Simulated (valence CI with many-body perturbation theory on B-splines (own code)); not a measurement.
**Sr5+: calculated level list**

Calculated by configuration interaction combined with many-body perturbation theory (CI+MBPT): five valence electrons over a frozen Dirac-Fock core [Ar] 3d10, a basis of 11 s, 11 p, 10 d, 8 f, 5 g, 2 h functions for each j, with the one-electron correlation potential Σ1, the two-electron term Σ2, the three-electron term Σ3, Breit, model QED; selected CI, second order for the rest, scaled by the run's own slope (own B-spline code, finite nucleus).

Against 20 measured levels this calculation errs by 110 cm⁻¹ on average and by 299 at most. These come from a selection out of Sansonetti, J. Phys. Chem. Ref. Data 41, 013102 (2012). Levels without a partner in it may be off by more. Among the levels kept, up to 3300 cm⁻¹ of a level comes from second order outside the variational space, and about a tenth of that is noise between levels of different J, which matters for small intervals.

Levels 136 to 180 of 181, with energies above the lowest level, 4s²4p³ ⁴S°_3/2. "Leading %" is the weight of the configuration and term that name the level; weights of strongly mixed levels are sums over their largest components and can fall short. In the jj column 3d3/2^4 stands for four electrons in 3d with j = 3/2. Lifetimes count E1, E2, E3, M1 and M2 decay at the calculated energies, and are blank where another channel may lead or the interval is too uncertain; long ones can be off by a factor of two.

```
No.  Configuration  Term     J  E (eV)  Leading %   Second component                     Leading jj  Lifetime
136       4s²4p²4f   ²F°   5/2  56.374         35  17 % 4s²4p²4f ²D°  4s^2 4p1/2 4p3/2 4f7/2 (37 %)   67.7 ps
137       4s²4p²4f   ²G°   9/2  56.819         50  26 % 4s²4p²4f ²H°  4s^2 4p1/2 4p3/2 4f7/2 (42 %)    209 ps
138       4s²4p²4f   ²F°   5/2  56.869         45   36 % 4s4p³4d ²F°  4s^2 4p1/2 4p3/2 4f5/2 (30 %)   24.6 ps
139       4s²4p²4f   ²G°   7/2  56.997         38   12 % 4s4p³4d ²F°  4s^2 4p1/2 4p3/2 4f5/2 (26 %)   76.5 ps
140       4s²4p²4f   ²D°   3/2  57.011         57   27 % 4s4p³4d ²D°  4s^2 4p1/2 4p3/2 4f5/2 (28 %)   66.4 ps
141       4s²4p²4f   ⁴F°   5/2  57.417         27  26 % 4s²4p²4f ²D°      4s^2 4p3/2^2 4f7/2 (26 %)   33.0 ps
142       4s²4p²4f   ⁴F°   3/2  57.469         66   17 % 4s4p³4d ⁴F°  4s^2 4p1/2 4p3/2 4f5/2 (50 %)   30.3 ps
143       4s²4p²4f   ⁴F°   7/2  57.503         63   12 % 4s4p³4d ⁴F°      4s^2 4p3/2^2 4f5/2 (21 %)   33.9 ps
144       4s²4p²5d    ⁴F   3/2  57.508         62   11 % 4s²4p²5d ²P      4s^2 4p1/2^2 5d3/2 (76 %)    275 ps
145       4s²4p²4f   ⁴F°   9/2  57.521         61   11 % 4s4p³4d ⁴F°  4s^2 4p1/2 4p3/2 4f7/2 (41 %)   36.0 ps
146       4s²4p²4f   ⁴F°   5/2  57.546         35  24 % 4s²4p²4f ²D°      4s^2 4p3/2^2 4f5/2 (25 %)   44.2 ps
147       4s²4p²4f   ²F°   7/2  57.560         35   22 % 4s4p³4d ²F°      4s^2 4p3/2^2 4f7/2 (29 %)   30.8 ps
148       4s²4p²5d    ⁴F   5/2  57.715         42   22 % 4s²4p²5d ⁴D      4s^2 4p1/2^2 5d5/2 (71 %)    263 ps
149       4s²4p²4f   ²H°  11/2  57.821         74  10 % 4s²4p²4f ⁴G°      4s^2 4p3/2^2 4f7/2 (58 %)    109 ps
150        4s4p³4d   ²P°   1/2  57.828         51  29 % 4s²4p²4f ²P°      4s^2 4p3/2^2 4f5/2 (22 %)    212 ps
151        4s4p³5s   ⁴S°   3/2  57.917         92                        4s 4p1/2 4p3/2^2 5s (49 %)   36.2 ps
152       4s²4p²4f   ²H°   9/2  57.923         45  19 % 4s²4p²4f ²G°      4s^2 4p3/2^2 4f5/2 (69 %)    113 ps
153       4s²4p²4f   ²P°   3/2  58.258         44   35 % 4s4p³4d ²P°      4s^2 4p3/2^2 4f7/2 (26 %)    226 ps
154       4s²4p²5d    ²P   3/2  58.300         48   27 % 4s²4p²5d ⁴F  4s^2 4p1/2 4p3/2 5d3/2 (87 %)    252 ps
155       4s²4p²5d    ⁴F   7/2  58.392         71   19 % 4s²4p²5d ⁴D  4s^2 4p1/2 4p3/2 5d5/2 (87 %)    291 ps
156       4s²4p²5d    ⁴F   5/2  58.393         44   39 % 4s²4p²5d ⁴P  4s^2 4p1/2 4p3/2 5d3/2 (52 %)    239 ps
157       4s²4p²5d    ⁴D   1/2  58.513         64   22 % 4s²4p²5d ²P  4s^2 4p1/2 4p3/2 5d3/2 (94 %)    265 ps
158       4s²4p²5d    ²F   5/2  58.680         75   16 % 4s²4p²5d ⁴P  4s^2 4p1/2 4p3/2 5d5/2 (60 %)    234 ps
159       4s²4p²5d    ⁴P   3/2  58.708         33   29 % 4s²4p²5d ⁴D  4s^2 4p1/2 4p3/2 5d5/2 (83 %)    245 ps
160        4s4p³4d   ²D°   3/2  58.763         44  19 % 4s²4p²4f ²D°  4s 4p1/2 4p3/2^2 4d3/2 (22 %)   29.7 ps
161       4s²4p²5d    ⁴F   9/2  58.965         85   10 % 4s²4p²5d ²G  4s^2 4p1/2 4p3/2 5d5/2 (63 %)    299 ps
162        4s4p³4d   ²D°   5/2  58.985         49  15 % 4s²4p²4f ²D°        4s 4p3/2^3 4d5/2 (18 %)   35.5 ps
163       4s²4p²5d    ⁴D   7/2  59.027         40   34 % 4s²4p²5d ²F  4s^2 4p1/2 4p3/2 5d3/2 (48 %)    288 ps
164        4s4p³4d   ²P°   1/2  59.034         39  39 % 4s²4p²4f ²P°  4s^2 4p1/2 4p3/2 4f5/2 (29 %)   23.1 ps
165       4s²4p²5d    ⁴P   1/2  59.198         75   12 % 4s²4p²5d ²P  4s^2 4p1/2 4p3/2 5d3/2 (44 %)    200 ps
166        4s4p³4d   ⁴D°   7/2  59.201         25  16 % 4s²4p²4f ²G°  4s 4p1/2^2 4p3/2 4d5/2 (20 %)   24.1 ps
167        4s4p³4d   ²F°   5/2  59.205         26  23 % 4s²4p²4f ²F°  4s 4p1/2 4p3/2^2 4d3/2 (16 %)   37.8 ps
168       4s²4p²5d    ⁴P   3/2  59.242         44   39 % 4s²4p²5d ⁴D  4s^2 4p1/2 4p3/2 5d3/2 (56 %)    222 ps
169       4s²4p²5d    ⁴D   5/2  59.253         59   16 % 4s²4p²5d ⁴P  4s^2 4p1/2 4p3/2 5d3/2 (35 %)    246 ps
170        4s4p³4d   ⁴D°   7/2  59.306         26  22 % 4s²4p²4f ²G°  4s 4p1/2 4p3/2^2 4d5/2 (19 %)   22.3 ps
171       4s²4p²5d    ²P   1/2  59.370         64   27 % 4s²4p²5d ⁴D  4s^2 4p1/2 4p3/2 5d5/2 (37 %)    244 ps
172        4s4p³4d   ⁴D°   5/2  59.388         49  17 % 4s²4p²4f ⁴D°  4s 4p1/2 4p3/2^2 4d3/2 (21 %)   21.1 ps
173        4s4p³4d   ⁴D°   3/2  59.412         35  14 % 4s²4p²4f ⁴D°  4s 4p1/2 4p3/2^2 4d3/2 (26 %)   21.2 ps
174       4s²4p²4f   ²F°   7/2  59.450         34  11 % 4s²4p²4f ²G°      4s^2 4p3/2^2 4f7/2 (26 %)   52.9 ps
175       4s²4p²5d    ²F   7/2  59.651         58   24 % 4s²4p²5d ⁴D  4s^2 4p1/2 4p3/2 5d5/2 (41 %)    213 ps
176        4s4p³4d   ⁴D°   1/2  59.679         51  22 % 4s²4p²4f ⁴D°  4s 4p1/2 4p3/2^2 4d3/2 (36 %)   19.7 ps
177       4s²4p²4f   ²G°   9/2  59.695         50   28 % 4s4p³4d ²G°      4s^2 4p3/2^2 4f7/2 (42 %)   25.4 ps
178       4s²4p²5d    ²D   5/2  59.770         71   22 % 4s²4p²5d ²F  4s^2 4p1/2 4p3/2 5d5/2 (44 %)    193 ps
179        4s4p³4d   ²P°   3/2  59.839         46   15 % 4s4p³4d ⁴D°        4s 4p3/2^3 4d5/2 (20 %)   23.3 ps
180       4s²4p²5d    ²D   3/2  59.900         82   10 % 4s²4p²5d ²P  4s^2 4p1/2 4p3/2 5d5/2 (66 %)    207 ps
```

Names give the largest LS component (configuration and term), which can be under half, so a name can repeat, a term be missing and a line seem to break the LS rules; names also repeat where a configuration has a term twice.

Where two levels of one J and parity lie close, their mixing, g and order are uncertain.
